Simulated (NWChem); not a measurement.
CH₄OSSe; SMILES CO[Se]S

```xyz
8

Se     0.7430     0.0306     0.0004
O     -0.1409    -1.4166    -0.6109
C     -1.0535    -2.0094     0.2791
H     -1.9109    -1.3439     0.4884
H     -1.4339    -2.9151    -0.2176
H     -0.5837    -2.2956     1.2373
S     -0.7678     1.6132    -0.0461
H     -1.2438     1.4819     1.2166
```
Atoms are numbered in this order, from 1.

All runs: NWChem. Structure relaxed at the PBE0/def2-SVP level. GIAO values for the isolated, static molecule; σ is the absolute isotropic shielding, δ = σ(reference) − σ with the isolated reference molecule computed at the same levels (13C: tetramethylsilane, 1H: tetramethylsilane, 17O: water). Spin-orbit effects, on the heavy nuclei and on their neighbours, are missing.

Task: Estimate the computed values for PBE/pcSseg-1. Quantities: σ Se1 (ppm); δ O2 (ppm); δ C3 (ppm); δ H4 (rotor mean) (ppm); σ S7 (ppm); δ H8 (ppm).

Result: The σ Se1 (ppm) is 100.6. The δ O2 (ppm) is 71.6 and the δ C3 (ppm) is 62.6. The δ H4 (rotor mean) (ppm) is 3.61, the σ S7 (ppm) is 463.1 and the δ H8 (ppm) is 4.74.
